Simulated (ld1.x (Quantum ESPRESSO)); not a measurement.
**Pseudopotential generation for V (Z = 23): TM semilocal, PBE, scalar-relativistic.**

vanadium, norm-conserving Troullier–Martins (semilocal form), made with ld1.x (Quantum ESPRESSO) 7.5 (PBE, scalar-relativistic). Core [Ne], reference 3s2 3p6 3d3 4s2 4p0. Waves: 3s (bound): rc 1.60 bohr; 3p (bound): rc 1.00 bohr; 3d (bound): rc 1.35 bohr. Local part: the d channel. Core correction: a·sin(br)/r model core inside 0.80 bohr.

Occupied shells without a wave of their own: 4s. They enter only through the test configuration that unscreens the potential, and ld1.x also counts them in the model core charge.

(1) Estimate the cutoffs (Ry, on a coarse ladder) from which the occupation-weighted sum of valence levels, in a spherical-Bessel basis at the reference potential, stays within 10 and 1 mRy of its value at 400 Ry.

(2) Tests: 3s2 3p6 3d3 4s1 4p0; 3s2 3p6 3d3 4s0 4p0; 3s2 3p6 3d2 4s0 4p0; 3s2 3p6 3d3 4s0 4p2; 3s2 3p6 3d1 4s0 4p0; 3s2 3p6 3d3 4s1.5 4p0; 3s2 3p6 3d2 4s2 4p1. Which has the largest error in its energy relative to the reference configuration, and how large is it?

Answers

(1) 110 Ry and 180 Ry.

(2) 3s2 3p6 3d1 4s0 4p0, with -7042 meV (all-electron minus pseudo) on +96.80 eV.

ld1.x takes every shell without a wave as core, so the model core holds the 4s electrons as well and exchange and correlation see them twice. This cancels in the reference configuration, but the file is broken for other ones, and its errors say nothing about a proper core correction.
